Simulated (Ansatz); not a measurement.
H3OPSeSi, SMILES `OP1[SiH2][Se]1` from Hartree–Fock to CCSD(T)

```xyz
7

O     1.108    0.325   -1.429
P     0.502   -0.962   -0.587
Si   -1.014    0.097    0.659
Se    0.899   -0.497    1.658
H     1.987    0.122   -1.767
H    -1.241    1.536    0.400
H    -2.242   -0.623    1.065
```

The species carries charge 0 and has multiplicity 1. Correlated methods include outer-core shells of Se, which these sets cover unevenly. Scalar relativity is left out up to krypton. Geometry: relaxed with PBE0-D4/def2-TZVP. It is one conformer, not always the lowest. Frozen core, restricted reference, the Gaussian-basis code of Ansatz.

```json
{"basis": "def2-SVP", "HF (Eh)": "?", "MP2 corr.": "-0.62772", "CCSD corr.": "-0.65785", "(T)": "-0.02139", "CCSD(T) total": "?"}
{"basis": "def2-TZVPP", "HF (Eh)": "?", "MP2 corr.": "?", "CCSD corr.": "-0.80211", "(T)": "?", "CCSD(T) total": "?"}
{"basis": "def2-QZVPP", "HF (Eh)": "-3106.29131", "MP2 corr.": "-1.12156", "CCSD corr.": "–", "(T)": "–", "CCSD(T) total": "–"}
```

Fill in the withheld values. (An estimate is asked.)

Ansatz gave: def2-SVP HF (Eh): -3105.59406; def2-SVP CCSD(T) total: -3106.27330; def2-TZVPP HF (Eh): -3106.22162; def2-TZVPP MP2 corr.: -0.77554; def2-TZVPP (T): -0.03655; def2-TZVPP CCSD(T) total: -3107.06028.
